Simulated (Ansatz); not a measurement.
Ideal-gas functions of `C#[C][SnH2][F]` at 298.15 K and 1 bar, from an Ansatz frequency run at PBE0-D4/def2-TZVP.

Molar mass 164.76 g/mol, point group Cs (symmetry number 1), electronic degeneracy 1, moments of inertia 56.669, 195.507, 243.765 u Å². Harmonic wavenumbers (cm⁻¹, unscaled): 108, 184, 260, 463, 464, 526, 613, 657, 690, 724, 738, 1993, 1997, 2151, 3461.

Use S(trans) = R[1.5 ln M + 2.5 ln T − 1.1517]; rotational temperatures θ = 24.2544 K / I; S(rot) = R[ln(√π/σ · √(T³/θAθBθC)) + 1.5]; for each mode x = 1.438777 ν̃/T, S = R[x/(eˣ − 1) − ln(1 − e⁻ˣ)] and H = RT x/(eˣ − 1); 1 cm⁻¹ = 0.0119627 kJ/mol; R = 8.31446 J/(mol·K).

Task: By hand: the entropy, in J/(mol·K).

Result: Translation 172.5. Rotation: θ = 0.428, 0.1241, 0.0995 K, giving 110.1. Vibration, mode by mode: 13.83, 9.57, 6.95, 3.17, 3.16, 2.49, 1.79, 1.51, 1.33, 1.17, 1.11, 0.01, 0.01, 0.00, 0.00, in all 46.1. Electronic 0.0. Sum 328.7 J/(mol·K).

Task: By hand: H − E and G − E in kJ/mol, counted from the electronic energy.

Result: Zero-point energy ½ × 15029 × 0.0119627 = 89.9; thermal vibration 8.1; translation, rotation and pV give 4 RT = 9.9. H − E = 107.9 kJ/mol, and G − E = 107.9 − 298.15 × 328.7/1000 = 9.9 kJ/mol.

Vibration gives 14 % of the entropy, 13.8 J/(mol·K) of it from the mode under 150 cm⁻¹: soft modes count most, and the harmonic formula is weakest for them.
